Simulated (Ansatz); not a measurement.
Cost and result for the atomization energy of Cl3GeH, SMILES `[Cl][GeH]([Cl])[Cl]` (5 atoms, 4 bonds).

The species carries charge 0 and has multiplicity 1. Correlated methods include outer-core shells of Ge, which these sets cover unevenly. Scalar relativity is left out up to krypton. The geometry is a stationary point of PBE0-D4/def2-TZVP. Program: Ansatz. All runs use 2 threads of a server CPU on a shared host. Times are those of one run each, without the atoms' runs, and a repeat can differ threefold. Electronic energies, without spin–orbit coupling; frozen cores. CCSD(T)/CBS adds CCSD(T) − MP2 in def2-TZVPP to the MP2 limit, and its time is that of the two runs behind it. T1 = 0.009. With those shells the extrapolation isn't a true limit. B3LYP takes the VWN-RPA correlation (the form of Gaussian; ORCA's B3LYP/G). HSE06 is the plane-wave form, built on full-range PBE exchange.

CCSD(T)/CBS is a level of theory with its own doubt, some kJ/mol a heavy atom from the limit and from the frozen cores, so smaller differences don't rank the functionals.

```csv
level,functions,wall time
BLYP-D4/def2-TZVPP,188,3.4 s
PBE-D4/def2-TZVPP (with forces),188,4 s
HSE06-D4/def2-TZVPP,188,6.5 s
CCSD(T)/def2-SVP,91,6.5 s
BHLYP-D4/def2-TZVPP,188,6.5 s
r2SCAN-D4/def2-TZVPP (with forces),188,8 s
r2SCANh-D4/def2-TZVPP,188,9 s
B2PLYP/def2-TZVPP,188,9 s
B3LYP-D4/def2-TZVPP (with forces),188,11 s
ωB97M-V/def2-TZVPP (with forces),188,20 s
MP2/def2-QZVPP,329,27 s
CCSD(T)/def2-TZVPP,188,97 s
CCSD(T)/CBS(def2),–,2.1 min
```

(1) What atomization energy does each give, and how far from CCSD(T)/CBS? (Estimate.)

Results:

(1) The calculation gave: 
```csv
level,atomization (kcal/mol),difference from CCSD(T)/CBS,per bond
BLYP-D4/def2-TZVPP,315.5,-12.3,-3.1
PBE-D4/def2-TZVPP (with forces),331.1,3.3,0.8
HSE06-D4/def2-TZVPP,327.3,-0.5,-0.1
CCSD(T)/def2-SVP,296.1,-31.7,-7.9
BHLYP-D4/def2-TZVPP,311.9,-15.9,-4.0
r2SCAN-D4/def2-TZVPP (with forces),331.4,3.6,0.9
r2SCANh-D4/def2-TZVPP,328.8,1.0,0.2
B2PLYP/def2-TZVPP,317.7,-10.1,-2.5
B3LYP-D4/def2-TZVPP (with forces),317.8,-10.0,-2.5
ωB97M-V/def2-TZVPP (with forces),327.1,-0.7,-0.2
MP2/def2-QZVPP,336.4,8.6,2.1
CCSD(T)/def2-TZVPP,318.6,-9.2,-2.3
CCSD(T)/CBS(def2),327.8,0.0,0.0
```

In def2-TZVPP, CCSD(T) changes the Hartree–Fock value by +83.1 kcal/mol (the triples alone add +8.0 kcal/mol) and MP2 by +95.6 kcal/mol; breaking electron pairs costs correlation energy, which Hartree–Fock lacks. From BLYP to BHLYP (50 % exact exchange), in def2-TZVPP and without D4, the atomization energy moves by −0.9 kcal/mol: exact exchange takes away binding that semilocal exchange gives to molecules. Leaving LDA and LC-ωPBE aside and taking each functional with its dispersion term where it has one, the values, not all of them listed here, spread over 25.2 kcal/mol, from BHLYP-D4 to B97M-V. LDA lies +51.9 kcal/mol from PBE without D4, its usual overbinding.
